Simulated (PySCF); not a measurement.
C₇H₁₃O, SMILES [CH2]CCCCC(C)=O, doublet at its GFN2-xTB optimised geometry (Å):

```
21

C      1.5869    -1.9804     0.0000
C      0.8419    -0.7104     0.0000
C     -0.6280    -0.8846     0.3864
C     -1.4417     0.4026     0.2701
C     -1.0520     1.4550     1.3054
C     -1.9098     2.6991     1.2137
C     -1.7508     3.6480     2.3783
O     -2.6592     2.9167     0.2971
H      1.0734    -2.9167    -0.0916
H      2.6592    -1.9804     0.0000
H      0.8823    -0.2494    -1.0019
H      1.3361     0.0005     0.6722
H     -1.0706    -1.6368    -0.2696
H     -0.6871    -1.2635     1.4095
H     -1.3247     0.8269    -0.7288
H     -2.5008     0.1698     0.3994
H     -0.0159     1.7703     1.1572
H     -1.1266     1.0465     2.3158
H     -2.1730     4.6184     2.1321
H     -2.2893     3.2419     3.2332
H     -0.7052     3.7535     2.6547
```

Level of theory: unrestricted PBE0/def2-SVP in PySCF 2.14.0. Cells within 0.4 Å of a nucleus heavier than hydrogen are left out (blank, or x).

Map of the deformation density (molecule minus spherical neutral atoms) (e/bohr³) on the plane z = 0.0 Å:

```
|222222222222222222222222222|
|222222222222222222222222222|
|222222222222222222222222222|
|222222222222222222222222222|
|222223311222222222222222222|
|222224x01122222222222222222|
|222223x42112222222222222222|
|222223431111222222222222222|
|222222221111122222222222222|
|222222211111112222222222222|
|222222111221112222222222222|
|222222222541111122222222222|
|222221244xx1111122222222222|
|222221243243111232122222222|
|222222221243233x42112222222|
|222222211123366xx1111222222|
|222222221257333474111222222|
|222222222277211376343122222|
|22222222223321114xx97112222|
|22222222222211136x463112222|
|222222222222211496222122222|
|222222222222221243212222222|
|222222222222221111222222222|
|222222222222222222222222222|
|222222222222222222222222222|
|222222222222222222222222222|
|222222222222222222222222222|
```
Scale: ten equal steps from -0.031 (start of '0') to 0.101 (end of '9'), in the order '0123456789'; x runs from -5.00 to 5.00, y from -5.00 (bottom) to 5.00 (top).
